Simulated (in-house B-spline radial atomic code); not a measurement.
RPA and G0W0 on wB97X: neutral antimony

Configuration [Kr] 4d10 5s2 5p3, highest spin, mean-field start wB97X. Computed with an all-electron radial atomic-structure program (B-spline basis): all electrons, scalar-relativistic (spin-free one-electron X2C), finite nucleus, each spin shell either full or empty, empty states to l = 9 with an (l + 1/2)⁻⁴ tail; G0W0 by contour deformation at full frequency.

Spin-orbit coupling, left out, splits p levels strongly here.

Command:
```bash
python run_gw.py task.json out
```
Settings (radii: box in bohr, nucleus in fm):
```
Z                        51
electrons                51
configuration            [Kr] 4d10 5s2 5p3
hamiltonian              x2c
method                   wb97x
lmax                     9
rms_radius               4.6802
spin_polarised           True
box_radius               40
intervals                72
```

Cost of the run: 14 s on 1 thread of Arm Neoverse N1, on a shared host.

Energies (hartree):

```
                                     term        value
                         mean-field total  -6481.03216
Hartree-Fock functional on these orbitals  -6478.01875
                      direct second order      -4.3219
                    second-order exchange        1.194
                         SOSEX correction       1.1174
```

(1) What is the RPA correlation energy, and what remains with SOSEX?

Quasi-particle levels (eV):

```csv
level,occupied,mean field,Σx - vxc,Σc,QP weight,G0W0
5p up,yes,-8.488,-0.48,?,?,?
5s down,yes,-15.205,1.65,-1.81,0.928,-15.368
5p down,no,-1.406,2.65,-1.84,0.939,-0.599
```

G0W0 = mean field + (Σx - vxc) + Σc, with Σc (partial-wave tail included) taken at the quasi-particle energy. Only the outer levels were computed. Levels of low weight are left out.

(2) Where does G0W0 put 5p up?

## Answers

(1) RPA gives -3.8163 hartree (-2.04 eV per electron); RPA + SOSEX gives -2.6989, and the second-order doubles -3.128 hartree (no singles). SOSEX takes back 29 % of the RPA value.

(2) At -9.404 eV, with Σc = -0.43 eV and a quasi-particle weight of 0.938. The tabulated removal energy is 8.608 eV (NIST, measured); the calculation leaves out spin-orbit coupling, Breit and QED terms, and what these don't explain is the method's own error.
